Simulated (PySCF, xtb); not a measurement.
W(O)(S)(Br)(SH) (BrHOS2W), SMILES [W](=[O])(=[S])([Br])[SH], multiplicity 1.

GFN2-xTB (xtb) at its own geometry gives an orbital gap of 1.81 eV and a dipole moment of 3.75 D.

Coordinates come from a B3LYP-D3(BJ)/def2-SVP optimisation. The multiplicity is an assumed one; other spin states were not compared. The def2 effective core potentials stand for the cores of W; spin–orbit coupling is left out. One conformer was computed; it need not be the lowest.

Task: What does PBE/def2-TZVP (PySCF) give? (An estimate is asked for; the answer gives what the named calculation found.)

Result: gap 2.86 eV (levels -6.87 and -4.01 eV), dipole 1.99 D.
